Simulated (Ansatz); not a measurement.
The cluster CaTe₂. Total charge 0; singlet. Geometry r2SCAN-D4/def2-TZVP; atoms count from 1.

```xyz
3

Ca   -1.1424   -0.3895   -1.0841
Te   -0.4185    0.2810    1.5541
Te    1.5610    0.1085   -0.4700
```

In the def2 sets Te takes a core potential; there is no spin–orbit coupling. The structure comes from a short search, and lower isomers may exist.

Estimate the Mulliken populations from the PBE0/def2-TZVP orbitals of Ansatz.


| atom | charge (e) |
| --- | --- |
| Ca1 | 0.90 |
| Te2 | -0.45 |
| Te3 | -0.45 |
Mulliken values depend strongly on the basis.

And the Mayer bond orders between heavy atoms (over 0.3)?

Ca1–Te2 0.96 (2.82 Å); Ca1–Te3 0.96 (2.82 Å); Te2–Te3 0.99 (2.84 Å).
